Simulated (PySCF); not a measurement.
Two structures of GeH$_{3}$F, closed shell, reached by relaxing down either side of one saddle point (PBE0-D4/def2-TZVP). Energies are electronic, without zero-point energy. Program: PySCF 2.14 with density fitting (its default auxiliary sets; JK sets also for MP2 and CCSD(T)). Basis: def2-TZVPP and def2-QZVPP. Cores are frozen in the correlated methods. Filled d shells of the heavier atoms are correlated. The def2 sets are not built for correlating such inner shells, so the correlated values are less sure here. Extrapolation: Hartree–Fock as exp(−7.88 √X), correlation as X^−2.97. First:

| atom | x (Å) | y (Å) | z (Å) |
| --- | --- | --- | --- |
| Ge1 | -0.9691 | -0.4215 | -0.6513 |
| H2 | 1.3191 | 0.0315 | 0.5516 |
| F3 | 1.3873 | -0.1891 | -0.3473 |
| H4 | -0.9465 | 1.1678 | -0.5000 |
| H5 | -0.8091 | -0.5865 | 0.9404 |

Second:

```json
{"atom": "Ge1", "x (Å)": "-1.0364", "y (Å)": "-0.2399", "z (Å)": "-0.2935"}
{"atom": "H2", "x (Å)": "0.4448", "y (Å)": "0.4928", "z (Å)": "1.3599"}
{"atom": "F3", "x (Å)": "0.3261", "y (Å)": "-0.9723", "z (Å)": "-1.1387"}
{"atom": "H4", "x (Å)": "-0.5346", "y (Å)": "1.2746", "z (Å)": "-0.5080"}
{"atom": "H5", "x (Å)": "0.1589", "y (Å)": "-0.1424", "z (Å)": "1.6678"}
```

Which bonds change from the first to the second?

GeH₂ + HF → GeHF ([F][GeH]) + H₂; bonds formed: Ge1–F3, H2–H5; bonds broken: Ge1–H5, H2–F3.

Give the saddle point's structure and its height above each. (Judge from chemistry; the value comes from the calculation.)

Computed: 11.80 kcal/mol above the first and 27.65 kcal/mol above the second (CCSD(T) at an estimated basis limit (MP2 extrapolated from triple and quadruple zeta, plus CCSD(T) − MP2 in triple zeta)).
Ge1  (-0.857, -0.551, -0.327)
H2  (0.788, -0.084, 0.421)
F3  (1.121, -0.245, -0.721)
H4  (-1.128, 1.007, -0.508)
H5  (0.076, -0.126, 1.135)
(Å)

The search had been set up for a insertion of a divalent centre (a silylene, a carbene or their kin) (forming Ge1–H2, Ge1–F3, breaking H2–F3); from that guess it ended on this step instead.

No T1 diagnostic of these runs exceeds 0.014.

Labels in which every atom is bracketed show which atoms are joined, not bond orders.

For scale, one of the runs: CCSD(T)/def2-TZVPP, 121 basis functions, launched by `OMP_NUM_THREADS=4 python run.py`. Hardware: 4 CPU threads of a Oxide Virtual Turin-like, shared host. Wall time 41 s; peak host memory 0.66 GiB.
